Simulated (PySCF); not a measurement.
# Working out the ionisation energy of Mn+

Mn+ [Ar] 3d5 4s1 (7S) → Mn(2+) [Ar] 3d5 (6S). Computed with PySCF 2.14 in cc-pVTZ, with no relativity, point nucleus. Frozen: [Ar]. Energies in hartree (1 hartree = 27.21139 eV):

| part | Mn+ (lower) | Mn(2+) (upper) |
| --- | --- | --- |
| UHF | -1149.649165 | -1149.109231 |
| MP2 opposite-spin | 0.000000 | 0.000000 |
| MP2 same-spin | -0.084806 | -0.069113 |

Task: What does Hartree-Fock give?

Result: (-1149.109231) − (-1149.649165) = 0.539934 hartree = 14.692 eV.

Task: What do MP2 and SCS-MP2 (6/5 opposite-spin, 1/3 same-spin) give?

Result: The opposite-spin parts differ by 0.000 eV and the same-spin parts by 0.427 eV. MP2: 14.692 + (0.000) + (0.427) = 15.119 eV. SCS-MP2: 14.692 + 1.2 × (0.000) + (0.427)/3 = 14.834 eV.

Measured between the centres of the two terms (NIST): 15.640 eV, so MP2 (valence) is off by -0.521 eV.

The calculation is non-relativistic.

What remains against the reference includes basis incompleteness, the frozen core and correlation beyond second order.
